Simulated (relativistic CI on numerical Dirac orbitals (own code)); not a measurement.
Calculated at this level of theory: Dirac-Coulomb-Breit CI, orbitals from a KLI potential per configuration, model QED, unscaled Slater integrals (own radial code, finite nucleus).

The strongest absorption lines from the ground level of an ion, among the configurations computed and to levels below about 474 eV (vacuum wavelength in nm, gf): 2.9447 (2.2), 2.9878 (0.18), 3.1321 (0.11), 3.2754 (0.16), 3.5309 (3.9), 3.6147 (0.15), 5.0045 (0.1), 5.0564 (0.47).

(1) Which ion is it?
A. Mo14+
B. Ru16+
C. Mo12+
D. Sr10+

Results:

(1) A. Mo14+ has 28 electrons and the ground level 3p6 3d10 1S_0; the strongest line goes to 3p6 3d9 4f 1P°_1. The pattern of lines fixes the number of electrons, and along that sequence the line energies rise steadily with the charge (about as its square where n changes within one kind of shell, about linearly where n is kept but much faster in heavy ions where fine structure, which grows about as Z⁴, sets the gap, and irregularly where shells cross), which fixes Z. Configurations outside the model, such as inner-shell arrays, can give stronger lines. At this charge energies of transitions that change n are usually good to better than 1 %, and those within a shell (Δn = 0) to a few per cent.

LS names give the leading component of a level, which can be under half, so a name can repeat, a term be missing and a line seem to break the LS rules.
